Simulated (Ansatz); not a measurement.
Reaction (substitution at a C–Al bond): `F/C=[CH]/[AlH2]` + `[AlH2][SH]` → `F/C=C/[S][AlH2]` + `[AlH3]`

Gas-phase electronic energies from Ansatz, PBE0-D4/def2-TZVP geometries. CCSD(T)/CBS is the MP2 limit (def2-TZVPP, def2-QZVPP) plus CCSD(T) − MP2 in def2-TZVPP, frozen cores. This one scheme is used for every species. Double bonds are as drawn, so ΔE can hold a change between cis and trans. DFT in def2-TZVPP. B3LYP here is the variant with VWN-RPA as its local correlation; programs differ in this. Each species was taken in one conformer, which may not be the lowest.

| level | ΔE (kJ/mol) | difference from CCSD(T)/CBS |
| --- | --- | --- |
| PBE-D4 | 77.6 | -10.8 |
| r2SCAN-D4 | 84.1 | -4.3 |
| PBE0-D4 | 79.5 | -8.9 |
| B3LYP-D4 | 90.9 | 2.5 |
| ωB97X-V | 84.7 | -3.7 |
| ωB97M-V | 85.2 | -3.2 |
| B2PLYP | 94.4 | 6.0 |
| PBE | 82.3 | -6.1 |
| r2SCAN | 85.3 | -3.1 |
| PBE0 | 83.5 | -4.9 |
| B3LYP | 98.6 | 10.2 |
| HF/def2-TZVPP | 108.9 | 20.5 |
| MP2/def2-TZVPP | 84.7 | -3.7 |
| SCS-MP2/def2-TZVPP | 88.2 | -0.2 |
| CCSD/def2-TZVPP | 94.0 | 5.6 |
| CCSD(T)/def2-TZVPP | 89.2 | 0.8 |
| HF/def2-QZVPP | 109.1 | 20.7 |
| MP2/def2-QZVPP | 84.3 | -4.1 |
| SCS-MP2/def2-QZVPP | 88.2 | -0.2 |
| HF/CBS(def2) | 109.1 | 20.7 |
| MP2/CBS(def2) | 83.9 | -4.5 |
| CCSD/CBS(def2) | 93.2 | 4.8 |
| CCSD(T)/CBS | 88.4 | 0 |

Largest T1 diagnostic among the species: 0.013.

The D4 term adds −7.7 kJ/mol with B3LYP and −4.0 kJ/mol with PBE0; it sums over pairs of atoms, weighted by their polarisabilities, and B3LYP, whose exchange is more repulsive, gets the larger term. In def2-TZVPP, CCSD(T) changes the Hartree–Fock value by −19.8 kJ/mol (the triples alone add −4.9 kJ/mol) and MP2 by −24.3 kJ/mol.
